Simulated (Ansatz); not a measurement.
Ca₈O₈⁻ (started as a model of: 2x2x4 CaO rock-salt block). Total charge -1; doublet. Geometry PBE-D4/def2-SVP, that of the neutral singlet; atoms count from 1.

Cartesian coordinates in Å:
```
Ca 0.658 -2.733 -2.406
O 1.182 -0.909 -1.273
Ca 1.758 0.965 -0.129
O 2.089 2.791 1.100
O -0.205 -3.595 -0.633
Ca 0.357 -1.867 0.653
O 0.835 0.049 1.773
Ca 1.317 1.891 2.895
O -1.287 -1.918 -2.834
Ca -0.858 0.016 -1.818
O -0.323 1.844 -0.583
Ca 0.183 3.649 0.589
Ca -2.158 -2.806 -1.078
O -1.694 -0.983 0.083
Ca -1.257 0.887 1.293
O -0.597 2.722 2.367
```

The highest occupied level of the charge -1 doublet lies above zero (up to 0.82 eV). By energy differences its removal costs 0.24 eV (vertical, to the charge 0 singlet, at PBE-D4/def2-SVP); self-interaction error and the lack of diffuse functions both raise the level.

Question: Estimate the Mulliken populations from the PBE/def2-SVP orbitals of Ansatz.

Answer: 
```tsv
atom	charge (e)	spin (α − β)
Ca1	0.45	0.28
O2	-0.74	0.00
Ca3	0.73	-0.02
O4	-0.69	-0.01
O5	-0.69	-0.01
Ca6	0.73	-0.02
O7	-0.74	0.00
Ca8	0.45	0.28
O9	-0.69	-0.01
Ca10	0.73	-0.02
O11	-0.74	0.00
Ca12	0.45	0.28
Ca13	0.45	0.28
O14	-0.74	0.00
Ca15	0.73	-0.02
O16	-0.69	-0.01
```
Mulliken values and Mayer orders depend strongly on the basis.

Question: Where does the spin sit?

Answer: Summed by element: Ca 1.05, O -0.05, of 1 unpaired in all. Largest on single atoms: Ca1 0.28, Ca12 0.28, Ca13 0.28.

Question: And the Mayer bond orders between bonded heavy atoms (over 0.3)?

Answer: Ca1–O2 0.64 (2.21 Å); Ca1–O5 0.72 (2.15 Å); Ca1–O9 0.72 (2.15 Å); O2–Ca3 0.62 (2.27 Å); O2–Ca6 0.42 (2.30 Å); O2–Ca10 0.42 (2.30 Å); Ca3–O4 0.70 (2.23 Å); Ca3–O7 0.42 (2.30 Å); Ca3–O11 0.42 (2.30 Å); O4–Ca8 0.72 (2.15 Å); O4–Ca12 0.72 (2.15 Å); O5–Ca6 0.70 (2.23 Å); O5–Ca13 0.72 (2.15 Å); Ca6–O7 0.62 (2.27 Å); Ca6–O14 0.42 (2.30 Å); O7–Ca8 0.64 (2.21 Å); O7–Ca15 0.42 (2.30 Å); Ca8–O16 0.72 (2.15 Å); O9–Ca10 0.70 (2.23 Å); O9–Ca13 0.72 (2.15 Å); Ca10–O11 0.62 (2.27 Å); Ca10–O14 0.42 (2.30 Å); O11–Ca12 0.64 (2.21 Å); O11–Ca15 0.42 (2.30 Å); Ca12–O16 0.72 (2.15 Å); Ca13–O14 0.64 (2.21 Å); O14–Ca15 0.62 (2.27 Å); Ca15–O16 0.70 (2.23 Å).
